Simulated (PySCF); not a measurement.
A TDDFT job was run through a driver script with this input:

```
{"job": {"kind": "uv", "xc": "B3LYP", "basis": "def2-SVPD", "nstates": 8, "ntriplets": 3}, "charge": 0, "multiplicity": 1}
C     -0.476039    -1.486721    -0.056959
O     -0.279190    -0.087649    -0.047423
Al    -1.308052     1.357013     0.594247
C      0.920019     0.353141    -0.645156
C      2.097682    -0.128665     0.047579
N      3.015644    -0.539976     0.587552
H      0.313984    -1.997299     0.500228
H     -1.436325    -1.655473     0.428008
H     -0.508951    -1.865746    -1.082747
H     -0.254558     1.958134     1.601456
H     -2.493510     0.472075     1.121573
H     -1.449356     2.125123    -0.781708
H      0.889826     1.450210    -0.588437
H      0.968149     0.045360    -1.700379
```

The program printed, after the SCF cycles:

```
converged SCF energy = -491.2573564754

Static polarisability (au): isotropic 75.674, principal 68.280 71.445 87.299

Singlet excitations
state   eV       nm        f      main configurations
  1   5.4315    228.3   0.00062   H->L 0.99
  2   5.6810    218.2   0.00140   H-1->L 0.98
  3   6.2499    198.4   0.04328   H->L+1 0.98
  4   6.4605    191.9   0.00446   H->L+2 0.91
  5   6.4909    191.0   0.00868   H-1->L+1 0.95
  6   6.7675    183.2   0.04566   H-1->L+2 0.96
  7   7.0001    177.1   0.00452   H->L+3 0.88
  8   7.1862    172.5   0.00963   H-1->L+3 0.80, H-1->L+4 0.12

Triplet excitations (Tamm-Dancoff, eV): 5.2874 5.5367 6.1326
```

Method: PySCF, TDDFT B3LYP/def2-SVPD, vertical, gas phase, core orbitals frozen in the response. One conformer (not necessarily the lowest) at the GFN2-xTB geometry, without solvent, vibrations or thermal averaging.

Give the energy of state 8 in hartree, cm⁻¹ and kJ/mol.

0.26409 hartree, 57961 cm⁻¹, 693.4 kJ/mol.

What is the gap between the lowest singlet and the lowest triplet?

5.4315 − 5.2874 = 0.1441 eV (full response against Tamm–Dancoff).

What is the polarisability anisotropy, √(½[(α1 − α2)² + (α2 − α3)² + (α3 − α1)²])?

17.65 au.

How much of the mean polarisability do the listed states account for?

The sum over states Σ f/ΔE² (ΔE in hartree) gives 2.04 au, 3% of the total; the rest comes from higher roots of the same response equations.

What share of the summed oscillator strength falls to the strongest level in this window?

State 6 at 183 nm: 0.0457 of 0.1182, or 39%.

Write the structure that the coordinates describe.

`C[O+]([AlH3-])CC#N` (C3H8AlNO), point group C1.

H and L stand for HOMO and LUMO.

The run took 24 s wall on one thread of an Arm Neoverse V1, shared host with 32 logical CPUs at a one-minute load of 9.3, and the process peaked at 0.77 GiB of memory.

The values belong to the conformer `[CH3:1][O+:2]([AlH3-:3])[CH2:4][C:5]#[N:6]`: C1–O2–C4–C5 -63°.
